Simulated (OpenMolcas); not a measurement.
## F3+: the spin-orbit constant, Slater's ratio, worked from levels

```json
{
 "Program": "OpenMolcas 26.06",
 "Basis": "ANO-RCC-VDZP [3s2p1d]",
 "Scalar Hamiltonian": "DKH2, point nucleus",
 "Active space": "4 electrons in 4 orbitals (2s 2p)",
 "State averaging": "2S+1 = 3 even, 6 roots (3 in the spin-orbit step); 2S+1 = 1 even, 6 roots kept (CI in the orbitals of an earlier block); 2S+1 = 5 odd, 1 root; 2S+1 = 3 odd, 9 roots kept (CI in the orbitals of an earlier block); 2S+1 = 1 odd, 8 roots kept (CI in the orbitals of an earlier block)",
 "Spin-orbit coupling": "state interaction with AMFI integrals over the reference wave functions, term energies averaged over their components"
}
```

Methods: CASSCF; SS-CASPT2, IPEA 0.25 Eh, imaginary shift 0.1 Eh (closed shells correlated: 1s). Measured levels: Moore, Atomic Energy Levels, vol. I, NSRDS-NBS 35 (1971 reprint of NBS Circular 467, 1949).

**The spin-orbit constant.** For the Hund term ³P of p2, E(J) = (A/2) J(J+1) + constant and ζ = 2S·A = 2A. From J = 0 to J = 2 the energy changes by 3 A.

```tsv
Source	E(2) - E(0)	A	ζ
CASSCF	561.0	187.0	374
SS-CASPT2	560.4	186.8	374
measured	613.4	204.5	409
```

All in cm-1. SS-CASPT2 is off by -8.6 % and CASSCF by -8.5 %. Both methods take the spin-orbit matrix elements from the reference wave functions, so the second can move ζ only through the term energies and any multistate remixing. Second-order mixing with other terms is absorbed into this ζ.

**Slater's ratio.** With one set of orbitals, p2 has ¹D - ³P = 6 F2 and ¹S - ¹D = 9 F2 (F2 = F²/25), a ratio of 3/2. Term energies are centres of gravity, weighted by 2J + 1.

```
   Source  ¹D - ³P  ¹S - ³P  F2 from the first  Ratio
   CASSCF    25611    47163               4268  0.842
SS-CASPT2    24982    51673               4164  1.068
 measured    24825    53128               4138  1.140
```

Energies in cm-1. A ratio away from 3/2 shows effects beyond one configuration with one set of orbitals, and in heavier atoms second-order spin-orbit shifts. In CASSCF the valence s occupation is 1.89 in ¹S against 1.97 in ¹D: mixing out of s² acts most on ¹S and pulls it down.

CASPT2 does not keep the components of a term degenerate, so their means are used; among the terms shown or strongly mixed into the levels shown the widest spread is 13 cm-1 (2s² 2p² ¹D, SS-CASPT2). Terms from blocks run as CI alone lack orbitals of their own. The basis is small and was not contracted for so high a charge. Computed and measured levels are paired by configuration, term and J; levels that our copy of the source lacks, or whose pairing is in doubt (as where it misses far off the trend of its configuration), stay unpaired and out of the deviations. Only configurations of the active space appear.
